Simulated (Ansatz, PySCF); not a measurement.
Process, species as SMILES: O=c1[c-]c1 → C#C[C-]=O
Structures are relaxed separately at B3LYP-D3(BJ)/def2-TZVP in Ansatz (a quantum-chemistry and plane-wave program). Unstable Hartree-Fock reference: C#C[C-]=O.

Wanted: isomerisation energy (0 K, with B3LYP-D3(BJ) harmonic zero-point energies from PySCF), in kcal/mol. Cores are frozen in the correlated levels unless marked. Spin-orbit coupling is left out. Non-relativistic. Anions need diffuse functions: aug- sets have them; def2-D sets add few; the other sets have none. Basis-set limits of correlation are two-point, X^-3; Hartree-Fock from the larger set. [CCSD(T)-MP2]/basis is that difference in the basis named.

RI-MP2/CBS(aug-cc-pVTZ,aug-cc-pVQZ)+[CCSD(T)-MP2]/aug-cc-pVTZ (Ansatz) gives 6.9 kcal/mol.

### Question
Another calculation gave 4.1 kcal/mol. Which level was it?
A) r2SCAN0/def2-TZVPD (Ansatz)
B) BLYP/def2-TZVPD (Ansatz)
C) B2PLYP/def2-TZVPD (Ansatz)
D) wB97X-V/def2-TZVPD (Ansatz)

### Answer
C, B2PLYP/def2-TZVPD (Ansatz). The others give 11.6 (wB97X-V), 8.8 (r2SCAN0), -2.1 (BLYP) kcal/mol.
